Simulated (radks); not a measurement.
All-electron atom: the vanadium ion V2+ in [Ar] 3d3. All-electron calculation, scalar-relativistic Kohn-Sham, BLYP, spin-unpolarised, spherical densities, finite nucleus; Fermi nuclear charge, rms radius 3.6002 fm. Program: a radial shooting solver on a logarithmic mesh with Libxc functionals.

Normalised radial functions P(r) = r R(r), r in bohr:

r             1s       3s      3d
0.002183  0.4696   0.0524  0.0000
0.002461  0.5252   0.0585  0.0000
0.002797  0.5913   0.0659  0.0000
0.003154  0.6601   0.0735  0.0000
0.003556  0.7361   0.0820  0.0000
0.004042  0.8259   0.0920  0.0000
0.004557  0.9186   0.1022  0.0000
0.005179  1.0273   0.1143  0.0000
0.005839  1.1389   0.1266  0.0000
0.006584  1.2602   0.1400  0.0000
0.007483  1.4004   0.1554  0.0000
0.008437  1.5421   0.1709  0.0000
0.009513  1.6934   0.1873  0.0001
0.01081   1.8647   0.2058  0.0001
0.01219   2.0335   0.2238  0.0001
0.01374   2.2087   0.2423  0.0002
0.01562   2.4002   0.2620  0.0003
0.01761   2.5811   0.2802  0.0004
0.02002   2.7714   0.2984  0.0006
0.02257   2.9426   0.3136  0.0008
0.02545   3.1015   0.3262  0.0011
0.02892   3.2505   0.3354  0.0016
0.03261   3.3639   0.3389  0.0023
0.03677   3.4447   0.3358  0.0032
0.04179   3.4870   0.3237  0.0045
0.04712   3.4785   0.3024  0.0062
0.05312   3.4181   0.2699  0.0085
0.06038   3.2923   0.2215  0.0118
0.06808   3.1163   0.1624  0.0161
0.07737   2.8696   0.0843  0.0222
0.08724   2.5901  -0.0021  0.0297
0.09836   2.2746  -0.0992  0.0396
0.1118    1.9142  -0.2108  0.0533
0.126     1.5712  -0.3174  0.0699
0.1421    1.2404  -0.4189  0.0908
0.1615    0.9185  -0.5118  0.1186
0.1821    0.6587  -0.5743  0.1507
0.207     0.4345  -0.6034  0.1922
0.2334    0.2758  -0.5858  0.2382
0.2631    0.1632  -0.5180  0.2912
0.2991    0.0854  -0.3871  0.3552
0.3372    0.0425  -0.2120  0.4211
0.3802    0.0191   0.0050  0.4911
0.4321    0.0072   0.2658  0.5676
0.4872    0.0025   0.5167  0.6379
0.5493    0.0008   0.7505  0.7034
0.6243    0.0002   0.9556  0.7640
0.7039    0.0000   1.0859  0.8075
0.8       0.0000   1.1447  0.8355
0.902     0.0000   1.1228  0.8422
1.017     0.0000   1.0354  0.8296
1.156     0.0000   0.8891  0.7960
1.303     0.0000   0.7248  0.7478
1.469     0.0000   0.5558  0.6865
1.67      0.0000   0.3901  0.6101
1.883     0.0000   0.2608  0.5318
2.123     0.0000   0.1618  0.4503
2.413     0.0000   0.0889  0.3639
2.721     0.0000   0.0461  0.2866
3.092     0.0000   0.0205  0.2117
3.486     0.0000   0.0085  0.1511
3.931     0.0000   0.0031  0.1015
4.468     0.0000   0.0009  0.0614
5.037     0.0000   0.0002  0.0353

1s: eigenvalue -5383.6 eV, 0 radial nodes, <r> = 0.0664 bohr, 90 % of the charge inside 0.119 bohr. 3s: eigenvalue -86.611 eV, 2 radial nodes at r = 0.0870, 0.379 bohr, <r> = 0.949 bohr, 90 % of the charge inside 1.42 bohr. 3d: eigenvalue -21.332 eV, 0 radial nodes, <r> = 1.33 bohr, 90 % of the charge inside 2.28 bohr.
